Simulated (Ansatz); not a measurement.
Cost and result for the atomization energy of `CC(=S)[SiH2]O` (11 atoms, 10 bonds).

Z-matrix (Å, degrees):
```
C
C 1 1.487
H 1 1.096 2 109.7
H 1 1.096 2 109.8 3 -116.0
H 1 1.090 2 112.2 3 122.0
S 2 1.622 1 123.3 3 -121.6
Si 2 1.897 1 119.9 3 58.4
O 7 1.633 2 108.6 1 -179.8
H 7 1.487 2 108.2 1 -58.6
H 7 1.487 2 108.2 1 59.0
H 8 0.969 7 111.3 2 -0.2
```

Charge 0, multiplicity 1. The structure was optimised at the PBE0-D4/def2-TZVP level. It is one conformer, not always the lowest. Program: Ansatz. All runs use 4 threads of a server CPU on a shared host. Times are those of one run each, without the atoms' runs, and a repeat can differ threefold. Electronic energies, without spin–orbit coupling; frozen cores. CCSD(T)/CBS adds CCSD(T) − MP2 in def2-TZVPP to the MP2 limit, and its time is that of the two runs behind it. T1 = 0.015; the RHF reference is unstable towards UHF. B3LYP takes the VWN-RPA correlation (the form of Gaussian; ORCA's B3LYP/G). HSE06 is the plane-wave form, built on full-range PBE exchange.

CCSD(T)/CBS is a level of theory with its own doubt, some kJ/mol a heavy atom from the limit and from the frozen cores, so smaller differences don't rank the functionals.

| level | functions | wall time | atomization (kJ/mol) | difference from CCSD(T)/CBS | per bond |
| --- | --- | --- | --- | --- | --- |
| LDA (SPW92)/def2-TZVPP | 261 | 1 s | 4681.4 | 588.6 | 58.9 |
| PBE-D4/def2-TZVPP (with forces) | 261 | 2.1 s | 4160.7 | 67.9 | 6.8 |
| PBE0-D4/def2-TZVPP | 261 | 2.3 s | 4082.3 | -10.5 | -1.0 |
| BHLYP-D4/def2-TZVPP | 261 | 2.9 s | 3956.0 | -136.8 | -13.7 |
| r2SCAN-D4/def2-TZVPP (with forces) | 261 | 3 s | 4099.0 | 6.2 | 0.6 |
| HSE06-D4/def2-TZVPP | 261 | 3 s | 4085.6 | -7.2 | -0.7 |
| CCSD(T)/def2-SVP | 108 | 3.6 s | 3826.6 | -266.2 | -26.6 |
| B3LYP-D4/def2-TZVPP (with forces) | 261 | 4.4 s | 4078.2 | -14.6 | -1.5 |
| B2PLYP/def2-TZVPP | 261 | 4.5 s | 4036.4 | -56.4 | -5.6 |
| PBE-QIDH/def2-TZVPP | 261 | 4.9 s | 4053.4 | -39.4 | -3.9 |
| MP2/def2-QZVPP | 491 | 21 s | 4116.7 | 23.9 | 2.4 |
| CCSD(T)/def2-TZVPP | 261 | 48 s | 3977.1 | -115.7 | -11.6 |
| CCSD(T)/CBS(def2) | – | 68 s | 4092.8 | 0.0 | 0.0 |

The D4 term adds +42.9 kJ/mol with B3LYP and +22.4 kJ/mol with PBE0; it sums over pairs of atoms, weighted by their polarisabilities, and B3LYP, whose exchange is more repulsive, gets the larger term. In def2-TZVPP, CCSD(T) changes the Hartree–Fock value by +1036.1 kJ/mol (the triples alone add +70.3 kJ/mol) and MP2 by +1107.0 kJ/mol; breaking electron pairs costs correlation energy, which Hartree–Fock lacks. From r2SCAN to r2SCAN0 (25 % exact exchange), in def2-TZVPP and without D4, the atomization energy moves by −71.1 kJ/mol: exact exchange takes away binding that semilocal exchange gives to molecules.
